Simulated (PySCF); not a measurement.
# Spinor energies of Ta²⁺ (tantalum, charge +2)

Start: [Xe] 4f14 5d2 6s1; 5d5/2 filled at m_j = +3/2, +5/2; 6s1/2 filled at m_j = +1/2. Calculated with PySCF 2.14 in x2c-TZVPall-2c with one added diffuse shell each of s, p, d type (12s12p11d2f, 117 functions): generalised Hartree-Fock with the X2C-1e Hamiltonian and a Gaussian nucleus; spin-orbit coupling (SO) screened by Boettger's factors. This is a chosen level, not necessarily the ground level.

```
spinor shell  electrons  ε, screened SO (eV)  weight of nominal j (screened SO)  rms radius, screened SO (bohr)
       1s1/2          2             -67774.5                              1.000                          0.0211
       2s1/2          2             -11797.0                              1.000                          0.0853
       2p1/2          2             -11254.5                              1.000                          0.0726
       2p3/2          4              -9978.7                              1.000                          0.0799
       3s1/2          2              -2777.4                              1.000                           0.218
       3p1/2          2              -2536.6                              1.000                           0.210
       3p3/2          4              -2257.2                              1.000                           0.225
       3d3/2          4              -1855.2                              1.000                           0.199
       3d5/2          6              -1794.9                              1.000                           0.203
       4s1/2          2              -612.63                              1.000                           0.488
       4p1/2          2              -511.99                              1.000                           0.497
       4p3/2          4              -447.05                              1.000                           0.530
       4d3/2          4              -281.17                              1.000                           0.558
       5s1/2          2              -105.64                              1.000                            1.18
       5p1/2          2              -72.919                              0.985                            1.31
       5p3/2          4              -63.990                              0.991                            1.41
       4f5/2          6              -60.129                              0.991                           0.700
       4f7/2          8              -58.231                              0.993                           0.704
       5d5/2          2              -26.392                              0.832                            2.08
       6s1/2          1              -22.568                              0.991                            3.12
```

**Question.** Where does 4d5/2 lie, and what is the 4d spin-orbit splitting (screened SO)?

**Answer.** At -269.00 eV, 12.171 eV above 4d3/2.

| quantity | screened SO |
| --- | --- |
| E (hartree) | -15609.53740 |
| M_J | 9/2 |
| ⟨J²⟩ | 24.797 |
| ⟨L²⟩ | 12.406 |
| ⟨S²⟩ | 3.782 |

Each row is a mean over spinors that exchange with the open shell spreads, by up to 5.406 eV (5p3/2).

Rows whose weight is well below 1 are mixtures of j = l ± 1/2: exchange outweighs spin-orbit coupling there, and the label is only the starting occupation.

Breit and QED terms are absent; they matter most for the inner s and p1/2 levels.

Densities and radii are taken from the X2C orbitals without a picture-change correction, which distorts them close to the nucleus.
